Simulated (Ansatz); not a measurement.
Job for Ansatz (a program for electronic structure): R-B3LYP-D3(BJ)/def2-TZVP on F3Ta (SMILES [F][Ta]([F])[F]), 2S+1 = 1, a spin state set in the input, which need not be the lowest. Elements past Kr take the def2 small-core potentials; no spin–orbit coupling.

Ansatz 0.2 input:
```yaml
crystal:
  periodic: [false, false, false]
  atoms:
    - {symbol: Ta, position_ang: [0.26114921, -0.20335018, 0.32853449]}
    - {symbol: F, position_ang: [1.73057633, -0.22178683, -0.67316586]}
    - {symbol: F, position_ang: [-1.08329426, -0.31129139, 1.48471174]}
    - {symbol: F, position_ang: [-0.96641900, 0.80339368, -1.19612452]}
basis:
  gaussian:
    orbitals: def2-TZVP
hamiltonian:
  xc: b3lyp
  dispersion: d3bj
relax: {f_tol: 0.005, max_steps: 120}
```

The log:

```
WARN ansatz: RAYON_NUM_THREADS=4 ignored (pool sized by the plan → 4); use --threads N
Functional definition: B3LYP
integrals: 0.04 GiB planned
842 factors; their error is unknown
mean field: 0.43 GiB planned
mean field evaluation 1: about -9700.4920 eV, gradient 7.0e1 eV
mean field evaluation 2: about -9449.6494 eV, gradient 3.4e2 eV
mean field evaluation 4: about -9706.3828 eV, gradient 3.8e1 eV
mean field evaluation 8: about -9708.5566 eV, gradient 1.8e-1 eV
mean field evaluation 16: about -9708.5844 eV, gradient 1.8e-3 eV
mean field -9708.58438138 eV, -356.7838953010 hartree, gradient 1.2e-5 eV, S^2 0.000000; 0 other end points of the search recorded, 0 dependent functions left out
the calculation of the forces begins
reference -9708.58462557 eV, -356.7839042746 hartree; 20, 20 occupied and 113, 113 virtual orbitals, 842 factors
relax step   1: F+E_penalty+E_count = -9708.67165423 eV  Δ(F+E_penalty+E_count) = +0.000e0 eV  max|allowed force component| = 4.778e0 eV/Å  Δτ_max = 0.0000 Å  (34 SCF iters, accepted)
these checks for a lower state are left out or cut short: starts, cluster_reference, orbital_swaps, neighbouring_geometries, increment
integrals: 0.04 GiB planned
842 factors; their error is unknown
mean field: 0.43 GiB planned
mean field -9710.48856618 eV, -356.8538728015 hartree, gradient 1.4e-5 eV, S^2 0.000000; 0 other end points of the search recorded, 0 dependent functions left out
the calculation of the forces begins
reference -9710.48881424 eV, -356.8538819177 hartree; 20, 20 occupied and 113, 113 virtual orbitals, 842 factors
relax step   2: F+E_penalty+E_count = -9710.57629559 eV  Δ(F+E_penalty+E_count) = -1.905e0 eV  max|allowed force component| = 1.427e0 eV/Å  Δτ_max = 0.1951 Å  (42 SCF iters, accepted)
these checks for a lower state are left out or cut short: starts, cluster_reference, orbital_swaps, neighbouring_geometries, increment
integrals: 0.04 GiB planned
842 factors; their error is unknown
mean field: 0.43 GiB planned
mean field evaluation 32: about -9710.6355 eV, gradient 2.1e0 eV
mean field -9710.71321729 eV, -356.8621285776 hartree, gradient 1.8e-5 eV, S^2 0.000000; 0 other end points of the search recorded, 0 dependent functions left out
the calculation of the forces begins
reference -9710.71346699 eV, -356.8621377541 hartree; 20, 20 occupied and 113, 113 virtual orbitals, 842 factors
relax step   3: F+E_penalty+E_count = -9710.80035543 eV  Δ(F+E_penalty+E_count) = -2.241e-1 eV  max|allowed force component| = 6.508e-1 eV/Å  Δτ_max = 0.1304 Å  (39 SCF iters, accepted)
these checks for a lower state are left out or cut short: starts, cluster_reference, orbital_swaps, neighbouring_geometries, increment
integrals: 0.04 GiB planned
842 factors; their error is unknown
mean field: 0.43 GiB planned
mean field -9710.87025135 eV, -356.8678994730 hartree, gradient 1.4e-5 eV, S^2 0.000000; 0 other end points of the search recorded, 0 dependent functions left out
the calculation of the forces begins
reference -9710.87050433 eV, -356.8679087697 hartree; 20, 20 occupied and 113, 113 virtual orbitals, 842 factors
relax step   4: F+E_penalty+E_count = -9710.95600130 eV  Δ(F+E_penalty+E_count) = -1.556e-1 eV  max|allowed force component| = 1.513e0 eV/Å  Δτ_max = 0.1907 Å  (45 SCF iters, accepted)
these checks for a lower state are left out or cut short: starts, cluster_reference, orbital_swaps, neighbouring_geometries, increment
integrals: 0.04 GiB planned
842 factors; their error is unknown
mean field: 0.43 GiB planned
mean field -9710.99823782 eV, -356.8726028887 hartree, gradient 1.0e-5 eV, S^2 0.000000; 0 other end points of the search recorded, 0 dependent functions left out
the calculation of the forces begins
reference -9710.99849061 eV, -356.8726121788 hartree; 20, 20 occupied and 113, 113 virtual orbitals, 842 factors
relax step   5: F+E_penalty+E_count = -9711.08460321 eV  Δ(F+E_penalty+E_count) = -1.286e-1 eV  max|allowed force component| = 2.584e-2 eV/Å  Δτ_max = 0.1132 Å  (38 SCF iters, accepted)
these checks for a lower state are left out or cut short: starts, cluster_reference, orbital_swaps, neighbouring_geometries, increment
integrals: 0.04 GiB planned
842 factors; their error is unknown
mean field: 0.43 GiB planned
mean field -9710.99839052 eV, -356.8726085003 hartree, gradient 2.5e-5 eV, S^2 0.000000; 0 other end points of the search recorded, 0 dependent functions left out
the calculation of the forces begins
reference -9710.99864322 eV, -356.8726177870 hartree; 20, 20 occupied and 113, 113 virtual orbitals, 842 factors
relax step   6: F+E_penalty+E_count = -9711.08477066 eV  Δ(F+E_penalty+E_count) = -1.675e-4 eV  max|allowed force component| = 3.509e-3 eV/Å  Δτ_max = 0.0067 Å  (32 SCF iters, accepted)
integrals: 0.04 GiB planned
842 factors; their error is unknown
mean field: 0.43 GiB planned
mean field evaluation 64: about -9710.9984 eV, gradient 2.7e-5 eV
mean field -9710.99839052 eV, -356.8726085003 hartree, gradient 2.7e-5 eV, S^2 0.000000; 1 other end points of the search recorded, 0 dependent functions left out
the calculation of the forces begins
reference -9710.99864322 eV, -356.8726177870 hartree; 20, 20 occupied and 113, 113 virtual orbitals, 842 factors
Total energy: -9711.08502337 eV, -356.8757921988 hartree
Atom 0 at    -0.014458     0.016631    -0.013945 Å, force    -0.000147     0.000525    -0.000460 eV/Å
Atom 1 at     1.763765    -0.358385    -0.345911 Å, force     0.003509    -0.001201     0.000215 eV/Å
Atom 2 at    -0.768969    -0.444084     1.608185 Å, force    -0.000722    -0.001352     0.003497 eV/Å
Atom 3 at    -1.038325     0.852803    -1.304373 Å, force    -0.002641     0.002027    -0.003251 eV/Å
Dipole moment:     0.000024    -0.000048     0.000073 e Å
```

The calculation finished and met its thresholds.

Cost: around 29 core-seconds (rough).
